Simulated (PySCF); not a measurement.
**Potential energy of GaN⁺ along the bond**

Set-up: Ga pcseg-1, N pcseg-1; no relativity (PySCF 2.14). Energies in eV from Ga⁺ + N in their ground configurations at the same level. State: ⁴Σ⁻ (quartet), unpaired electrons σ ↑, π ↑↑.

```
R (Å)  BHandHLYP  UHF-SCS-MP2
2.308     0.0292       0.2269
2.416    -0.0274       0.1306
2.523    -0.0636       0.0607
2.603    -0.0809       0.0219
2.684    -0.0919      -0.0075
2.764    -0.0981      -0.0292
2.872    -0.1007      -0.0487
3.006    -0.0978      -0.0619
3.167    -0.0891      -0.0666
3.382    -0.0743      -0.0627
```

Problem. Put a parabola through the three lowest points of the BHandHLYP curve and estimate Re, k and ωe (reduced mass 11.64 u; 1 eV/Å² = 0.16022 mdyn/Å; ωe = 1302.8·√(k/μ) cm⁻¹).

Solution. Through R = 2.764, 2.872, 3.006 Å the second-order coefficient is 0.189 eV/Å², so Re ≈ 2.882 Å, k ≈ 0.0605 mdyn/Å and ωe ≈ 94 cm⁻¹. A polynomial fit of higher order to the unrounded BHandHLYP energies gives Re = 2.872 Å, k = 0.0619 mdyn/Å, ωe = 95.0 cm⁻¹; anharmonicity and rounding make the difference.

The higher-order fit for each curve: BHandHLYP: Re = 2.872 Å, ωe = 95.0 cm⁻¹, De = 0.101 eV; UHF-SCS-MP2: Re = 3.179 Å, ωe = 76.8 cm⁻¹, De = 0.067 eV.

Correlated steps freeze 10 core orbitals. The bond is weak. Basis-set superposition, not corrected here, can be much of De in a small basis, most of all at correlated wavefunction levels. Spin–orbit coupling is left out. For an ion De counts to the pair picked by the measured ionisation energies or electron affinities, which need not be the lowest pair at this level. The state was picked by a PBE0 search and need not be the measured ground state.
